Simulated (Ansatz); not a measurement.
Basis-set series for C₄H₉Cl₃SiTe (`CC(C)(C)[Te][Si](Cl)(Cl)Cl`). Total charge 0; spin multiplicity 1. Te takes the def2 core potential. All single points use the PBE0-D4/def2-TZVP geometry. It is one conformer, not always the lowest.

Cartesian coordinates in Å:
```
C 0.026 0.736 -2.077
C 0.054 0.419 -0.591
C -1.352 0.276 -0.044
C 0.842 1.468 0.171
Te 1.132 -1.509 -0.485
Si 0.459 -2.276 1.748
Cl 0.707 -0.871 3.215
Cl 1.640 -3.883 2.179
Cl -1.487 -2.888 1.884
H -0.541 -0.006 -2.641
H -0.456 1.710 -2.221
H 1.031 0.802 -2.502
H -1.906 -0.522 -0.540
H -1.890 1.217 -0.210
H -1.358 0.083 1.030
H 0.335 2.435 0.070
H 1.855 1.575 -0.219
H 0.908 1.234 1.234
```

```
functional       basis  functions  energy (Eh)  HOMO (eV)  LUMO (eV)
   PBE0-D4  def2-TZVPP        468  -2095.53241      -6.55      -1.29
   PBE0-D4  def2-QZVPP        860  -2095.59286      -6.58      -1.34
   ωB97M-V  def2-TZVPP        468  -2096.07099      -8.64       0.55
   ωB97M-V  def2-QZVPP        860  -2096.12883      -8.67       0.46
```

Problem. Give the rows for def2-SVP. (Estimate.)

Solution. Ansatz gave: 
```csv
functional,basis,functions,energy (Eh),HOMO (eV),LUMO (eV)
PBE0-D4,def2-SVP,199,-2094.76921,-6.47,-1.14
ωB97M-V,def2-SVP,199,-2095.30190,-8.53,0.78
```

Positive LUMOs are unbound and depend on the basis.
